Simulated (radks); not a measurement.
Values are calculated unless marked as measured or tabulated.
Exchange energies: the exact (Fock) value of the Kohn-Sham orbitals and density-functional approximations, in hartree. Species: C4+ [He]; B2+ [He] 2s1. Level of theory: non-relativistic Kohn-Sham, LDA (Slater exchange, Perdew-Wang correlation), spin-polarised, spherical densities, point nucleus (a radial shooting solver on a logarithmic mesh with Libxc functionals). Every spin shell is full or empty, so the densities are truly spherical. Functionals are evaluated on that one density, not self-consistently.

\begin{tabular}{lrr}
functional & C4+ & B2+ \\ \hline
exact & -3.49517 & -3.19714 \\
LDA & -3.0026 & -2.7706 \\
B88 & -3.4745 & -3.1884 \\
PBE & -3.4327 & -3.1572 \\
RPBE & -3.4919 & -3.2090 \\
PW86 & -3.4952 & -3.2130 \\
WC & -3.3630 & -3.0921 \\
B86b & -3.4661 & -3.1862 \\
revTPSS & -3.4994 & -3.2053 \\
Tao-Mo & -3.5025 & -3.2137 \\
MVS & -3.5011 & -3.1914 \\
\end{tabular}
